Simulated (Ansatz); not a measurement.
Reaction (SMILES): Cl[SiH](Cl)O[SiH](Cl)Cl + O (H2O) + 4 [SiH4] (SiH4) -> 2 O[SiH3] + 4 [SiH3]Cl [chlorosilane]
Structures are relaxed separately at B3LYP-D3(BJ)/def2-TZVP in Ansatz (an electronic-structure program), one conformer each, not searched for the lowest.

Quantity: bond separation energy (electronic energy difference), in eV. Correlated levels leave the core frozen unless marked. Spin-orbit coupling is left out. No relativistic terms. CBS marks a two-point X^-3 extrapolation of the correlation energy; Hartree-Fock from the larger set.

CCSD(T)/CBS(cc-pV(T+d)Z,cc-pV(Q+d)Z) (Ansatz) gives 0.86 eV.

Q: Another calculation gave 0.87 eV. Which level was it?
A) B97M-V/def2-TZVPD (Ansatz)
B) PBE0/def2-TZVPD (Ansatz)
C) BLYP/def2-TZVPD (Ansatz)
D) r2SCANh/def2-TZVPD (Ansatz)

A: D, r2SCANh/def2-TZVPD (Ansatz). The others give 0.99 (B97M-V), 0.63 (BLYP), 0.76 (PBE0) eV.
